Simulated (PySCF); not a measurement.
## Electron correlation in Tl²⁺ (thallium, charge +2)

[Xe] 4f14 5d10 6s1, 2S determinant. Calculation: PySCF 2.14, in x2c-TZVPPall (11s7p6d3f, 83 functions); scalar relativity by spin-free X2C-1e. Frozen: [Kr] 4d10 4f14; 19 electrons correlated.

```tsv
level	correlation energy (mhartree)
CCSD	-385.84
(T)	-6.53
CCSD(T)	-392.37
```

Diagnostics: T1 = 0.0069, D1 = 0.0213, largest double amplitude 0.015.

Question: Is a single reference adequate?

Answer: Yes, within this model without spin-orbit coupling: T1 lies below 0.03 and no double amplitude reaches 0.07.

This basis was not built for core-valence correlation, so the inner-shell part is incomplete.
